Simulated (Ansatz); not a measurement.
Geometry optimisation of Sn₂H₃.

```yaml
crystal:
  periodic: [false, false, false]
  atoms:
    - {symbol: Sn, position_ang: [-0.354020, 0.179580, -2.091180]}
    - {symbol: Sn, position_ang: [0.186330, 0.292560, 0.582390]}
    - {symbol: H, position_ang: [-0.824000, -1.516060, -1.875440]}
    - {symbol: H, position_ang: [0.772820, 1.717070, 1.362040]}
    - {symbol: H, position_ang: [0.218860, -0.673150, 2.022190]}
basis:
  gaussian: {orbitals: def2-TZVP}
magnetization: {spin_polarized: true, initial_magnetization: 1}
hamiltonian: {xc: pbe0, dispersion: d4}
scf: {lower_state_search: "off"}
output: {orbitals: {seedname: orbitals}}
relax: {f_tol: 0.02, max_steps: 100}
```

```sh
$ ansatz run in.yaml --threads 4 --pin off --events-out ev --progress --plain --max-ram 3916MiB
```

Output, abridged:

```
Functional definition: PBE0
  name "PBE0"
  cite "Adamo & Barone, J. Chem. Phys. 110, 6158 (1999) doi:10.1063/1.478522"
  cite "Perdew, Burke & Ernzerhof, Phys. Rev. Lett. 77, 3865 (1996) doi:10.1103/PhysRevLett.77.3865"
  parent pbe
  parameter a = 0.25
  parameter kappa = 0.804
  parameter beta = 0.06672455060314922
  exchange = (1 - a)*pbe_x(kappa = kappa, mu = beta*pi^2/3) + a*exact_x
  correlation = pbe_c(beta = beta)
these checks for a lower state are left out or cut short: stability, starts, cluster_reference, orbital_swaps, neighbouring_geometries, increment
mean field -11711.05165394 eV, -430.3732102465 hartree, gradient 3.6e-6 eV, S^2 0.753609; 0 other end points of the search recorded, 0 dependent functions left out
the calculation of the forces begins
relax step   1: F+E_penalty+E_count = -11711.14528774 eV  Δ(F+E_penalty+E_count) = +0.000e0 eV  max|allowed force component| = 6.549e-1 eV/Å  Δτ_max = 0.0000 Å  (19 SCF iters, accepted)
these checks for a lower state are left out or cut short: stability, starts, cluster_reference, orbital_swaps, neighbouring_geometries, increment
mean field -11711.04270701 eV, -430.3728814526 hartree, gradient 1.8e-6 eV, S^2 0.753689; 0 other end points of the search recorded, 0 dependent functions left out
the calculation of the forces begins
relax step   2: F+E_penalty+E_count = -11711.13546866 eV  Δ(F+E_penalty+E_count) = +9.819e-3 eV  max|allowed force component| = 6.056e-1 eV/Å  Δτ_max = 0.1929 Å  (25 SCF iters, rejected (line search))
these checks for a lower state are left out or cut short: stability, starts, cluster_reference, orbital_swaps, neighbouring_geometries, increment
mean field -11711.09690332 eV, -430.3748731303 hartree, gradient 2.6e-6 eV, S^2 0.753632; 0 other end points of the search recorded, 0 dependent functions left out
the calculation of the forces begins
relax step   3: F+E_penalty+E_count = -11711.19048934 eV  Δ(F+E_penalty+E_count) = -4.520e-2 eV  max|allowed force component| = 1.120e-1 eV/Å  Δτ_max = 0.0942 Å  (24 SCF iters, accepted)
these checks for a lower state are left out or cut short: stability, starts, cluster_reference, orbital_swaps, neighbouring_geometries, increment
mean field -11711.10184201 eV, -430.3750546240 hartree, gradient 1.8e-6 eV, S^2 0.753645; 0 other end points of the search recorded, 0 dependent functions left out
the calculation of the forces begins
relax step   4: F+E_penalty+E_count = -11711.19557207 eV  Δ(F+E_penalty+E_count) = -5.083e-3 eV  max|allowed force component| = 3.839e-2 eV/Å  Δτ_max = 0.0479 Å  (23 SCF iters, accepted)
these checks for a lower state are left out or cut short: stability, starts, cluster_reference, orbital_swaps, neighbouring_geometries, increment
mean field -11711.10059330 eV, -430.3750087346 hartree, gradient 2.2e-6 eV, S^2 0.753576; 0 other end points of the search recorded, 0 dependent functions left out
the calculation of the forces begins
relax step   5: F+E_penalty+E_count = -11711.19477900 eV  Δ(F+E_penalty+E_count) = +7.931e-4 eV  max|allowed force component| = 1.651e-1 eV/Å  Δτ_max = 0.1351 Å  (23 SCF iters, rejected (line search))
these checks for a lower state are left out or cut short: stability, starts, cluster_reference, orbital_swaps, neighbouring_geometries, increment
mean field -11711.10641998 eV, -430.3752228614 hartree, gradient 2.7e-6 eV, S^2 0.753616; 0 other end points of the search recorded, 0 dependent functions left out
the calculation of the forces begins
relax step   6: F+E_penalty+E_count = -11711.20033343 eV  Δ(F+E_penalty+E_count) = -4.761e-3 eV  max|allowed force component| = 3.244e-2 eV/Å  Δτ_max = 0.0665 Å  (22 SCF iters, accepted)
these checks for a lower state are left out or cut short: stability, starts, cluster_reference, orbital_swaps, neighbouring_geometries, increment
mean field -11711.10688679 eV, -430.3752400160 hartree, gradient 2.0e-6 eV, S^2 0.753610; 0 other end points of the search recorded, 0 dependent functions left out
the calculation of the forces begins
relax step   7: F+E_penalty+E_count = -11711.20102405 eV  Δ(F+E_penalty+E_count) = -6.906e-4 eV  max|allowed force component| = 1.896e-2 eV/Å  Δτ_max = 0.0495 Å  (23 SCF iters, accepted)
Total energy: -11711.20106204 eV, -430.3787008926 hartree
Atom 0 at    -0.372668     0.154791    -2.100596 Å, force    -0.000546     0.012110    -0.017218 eV/Å
Atom 1 at     0.227399     0.380249     0.588908 Å, force     0.004345     0.010120     0.004354 eV/Å
Atom 2 at    -0.789842    -1.526247    -1.720528 Å, force    -0.003482    -0.013198    -0.000696 eV/Å
Atom 3 at     0.800304     1.794435     1.395066 Å, force    -0.004912    -0.018960     0.002255 eV/Å
Atom 4 at     0.134796    -0.803228     1.837149 Å, force     0.004595     0.009928     0.011306 eV/Å
Dipole moment:     0.015487     0.081422    -0.041193 e Å
Checks for a lower state left out: stability, starts, cluster_reference, orbital_swaps, neighbouring_geometries, increment
```

Hardware: 4 threads of Arm Neoverse V2 on a shared host. Wall time 11 s.

In the def2 sets Sn takes a core potential; there is no spin–orbit coupling. The structure comes from a short search, and lower isomers may exist.
